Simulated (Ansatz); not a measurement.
[ZnF4]2- (ZnF4²⁻). The state is a singlet with charge -2. Geometry PBE0-D4/def2-SVPD, basis def2-TZVPD, Ansatz.

```csv
atom,x (Å),y (Å),z (Å)
Zn1,0.000,0.000,0.000
F2,0.198,-1.132,1.582
F3,1.410,-0.425,-1.286
F4,0.138,1.879,0.522
F5,-1.746,-0.323,-0.818
```

```
run  HOMO (eV)  LUMO (eV)
  A      -0.77       6.72
  B       0.84       6.54
  C       2.45       6.58
  D       1.70       6.65
  E       2.26       6.29
  F       2.46       6.34
```

A multiply charged anion in the gas phase is held together partly by the finite basis.

Q: The runs used B97M-V, CAM-B3LYP, LDA (SPW92), PBE0, r2SCAN, r2SCANh. Estimate which is which.

A: A CAM-B3LYP (range-separated); B PBE0 (25 % exact exchange); C r2SCAN (0 % exact exchange); D r2SCANh (10 % exact exchange); E B97M-V (0 % exact exchange); F LDA (SPW92) (0 % exact exchange). Exact exchange lowers occupied and raises empty levels; among semilocal functionals meta-GGAs tend to open the gap a little, and such runs are hard to tell apart. The gap grows from 3.88 eV (LDA (SPW92)) to 7.49 eV (CAM-B3LYP). At PBE0-D4/def2-TZVPD, r2SCAN-D4/def2-TZVPD, r2SCANh-D4/def2-TZVPD, B97M-V/def2-TZVPD and others the highest occupied level of the charge -2 singlet lies above zero (up to 2.46 eV). By energy differences its removal costs 2.53 eV (vertical, to the charge -1 doublet, at CCSD(T)/def2-SVPD).
